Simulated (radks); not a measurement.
Results of a calculation; reference values are marked as such.
Problem. Excited configurations of the technetium ion Tc2+: one electron is placed in a higher orbital outside [Kr] 4d4. The ground configuration is [Kr] 4d5. Code: a radial shooting solver on a logarithmic mesh with Libxc functionals. Model: Dirac Kohn-Sham, BLYP, spin-unpolarised, spherical densities, finite nucleus; open shells fill j = l - 1/2 first; Fermi nuclear charge, rms radius 4.4112 fm. Excitation = E - E(ground); binding = E(ion) - E, where the ion is the core of charge +3; n* = 3/sqrt(2 binding) in atomic units, and the quantum defect is n - n*.

outer orbital  excitation (eV)  binding (eV)     n*  quantum defect  eigenvalue (eV)  <r> (bohr)
4f5/2                   20.169         8.220  3.860           0.140           -6.229       5.169
5s1/2                    4.442        23.947  2.261           2.739          -20.002       2.759
5f5/2                   22.732         5.657  4.653           0.347           -4.558       8.908
6s1/2                   17.076        11.313  3.290           2.710           -9.661       5.576
6p1/2                   18.835         9.554  3.580           2.420           -8.086       6.328
6f5/2                   24.356         4.033  5.510           0.490           -3.356       13.60
7s1/2                   21.542         6.847  4.229           2.771           -5.822       9.200
7p1/2                   22.420         5.969  4.529           2.471           -5.089       10.25
7d3/2                   23.784         4.605  5.156           1.844           -3.897       12.83
7f5/2                   25.379         3.010  6.378           0.622           -2.546       19.07

Estimate the row for 5p1/2.

Solution. excitation (eV) 9.885; binding (eV) 18.504; n* 2.572; quantum defect 2.428; eigenvalue (eV) -15.143; <r> (bohr) 3.214. The Delta-SCF ionisation energy is 28.389 eV (NIST Atomic Spectra Database: 29.550 eV, semi-empirical). Self-interaction in the functional shifts the binding energies and quantum defects, so they are the method's values and not measured ones. Spin polarisation and multiplet splitting are left out, so open shells lie too high by an amount that depends on their filling.

Beside tabulated values, note that spin-unpolarised runs miss the spin-polarisation part of the exchange energy of open shells.
